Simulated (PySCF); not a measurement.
One of the candidates below gave these computed data.

All candidates are C8H16N2.

| technique | computed result |
| --- | --- |
| Rotational structure | rotational constants A, B, C: 2.127, 0.675, 0.641 GHz [GFN2-xTB] |
| Dipole | 2.40 D [PBE0/pcSseg-1] |
| 1H NMR | chemical shifts (computed TMS as zero) by class: 6.24 (1 H), 2.34 (1 H), 1.94 (2 H), 1.91 (3 H), 1.14 (3 H), 1.04 (6 H) ppm [GIAO PBE0/pcSseg-1] |
| 13C NMR | chemical shifts (computed TMS as zero) by class: 143.0 (1 C), 135.4 (1 C), 31.1 (1 C), 25.2 (1 C), 21.3 (2 C), 19.2 (1 C), 13.4 (1 C) ppm [GIAO PBE0/pcSseg-1] |
| NMR, other nuclei | isotropic shieldings of nuclei other than C and H, by class: -126 (1 N), -110 (1 N) ppm [GIAO PBE0/pcSseg-1] |

Electronic properties: PySCF, gas phase, density fitting. Levels stand in brackets. The structure is a single GFN2-xTB conformer in the gas phase; no vibrational or solvent corrections. GFN2-xTB frequencies show an imaginary mode (29i cm⁻¹), so this geometry is no minimum at that level. NMR values are class means; diastereotopic atoms form classes of their own.

Problem. Which candidate is it?
A. `CN(C)N=C1CCCCC1`
B. `CC/C=N\N=C(\C)C(C)C`
C. `CNN(C1CCC1)C1CC1`

Solution. B. It is `CC/C=N\N=C(\C)C(C)C`. Numbering: `[CH3:1][CH2:2]/[CH:3]=[N:4]\[N:5]=[C:6](\[CH3:7])[CH:8]([CH3:9])[CH3:10]`. Its formula, C8H16N2, gives 2 degrees of unsaturation: 0 rings and 2 π bonds in the structure found. 8 carbons fall into 7 classes; from least to most shielded: C=N carbon [C6] (143.0 ppm), C=N carbon [C3] (135.4 ppm), sp3 CH carbon [C8] (31.1 ppm), chain CH2 carbon [C2] (25.2 ppm), methyl carbon [C9/C10] (21.3 ppm, 2 C), methyl carbon [C7] (19.2 ppm), methyl carbon [C1] (13.4 ppm). Hydrogen classes from least to most shielded: 1 H on a C=N carbon, C3 (6.24 ppm), 1 H on an sp3 CH carbon, C8 (2.34 ppm), 2 H on a chain CH2 carbon, C2 (1.94 ppm), 3 H on a methyl carbon, C7 (1.91 ppm), 3 H on a methyl carbon, C1 (1.14 ppm), 6 H on 2 methyl carbons, C9/C10 (1.04 ppm). The other shieldings belong to: -126 ppm, C=N nitrogen [N4]; -110 ppm, C=N nitrogen [N5]. The optimised geometry has point group C1 and is an asymmetric top.

The others, at the same levels:
- `CN(C)N=C1CCCCC1` fails: its computed 13C shifts are 136.7 (1 C), 46.8 (2 C), 45.9 (1 C), 33.4 (1 C), 33.0 (1 C), 32.5 (1 C), 31.6 (1 C) ppm, 1H shifts are 3.03 (6 H), 2.43 (2 H), 2.19 (2 H), 1.67 (2 H), 1.60 (2 H), 1.59 (2 H) ppm and rotational constant A is 2.753 GHz (against 2.127 GHz).
- `CNN(C1CCC1)C1CC1` fails: it has 6 carbon classes against 7; its computed 13C shifts are 63.4 (1 C), 40.8 (1 C), 39.2 (1 C), 30.9 (2 C), 15.0 (1 C), 5.6 (2 C) ppm, 1H shifts are 3.04 (1 H), 2.89 (3 H), 2.10 (2 H), 2.04 (2 H), 1.69 (1 H), 1.68 (1 H), 1.15 (1 H), 1.07 (1 H), 0.56 (2 H), 0.34 (2 H) ppm and rotational constant A is 1.869 GHz (against 2.127 GHz).

Each candidate is one conformer, not necessarily the lowest. Dipoles, sizes and rotational constants follow the conformer. The torsions of the flexible species, by atom-mapped SMILES:
- `[CH3:1][CH2:2]/[CH:3]=[N:4]\[N:5]=[C:6](\[CH3:7])[CH:8]([CH3:9])[CH3:10]`: C1–C2–C3–N4 -148°, C3–N4–N5–C6 -98°, N5–C6–C8–C9 -113°
- `[CH3:1][NH:2][N:3]([CH:4]1[CH2:5][CH2:6][CH2:7]1)[CH:8]1[CH2:9][CH2:10]1`: C1–N2–N3–C4 -153°, N2–N3–C4–C5 50°, N2–N3–C8–C9 -160°

The conformers of `CN(C)N=C1CCCCC1` aren't listed.
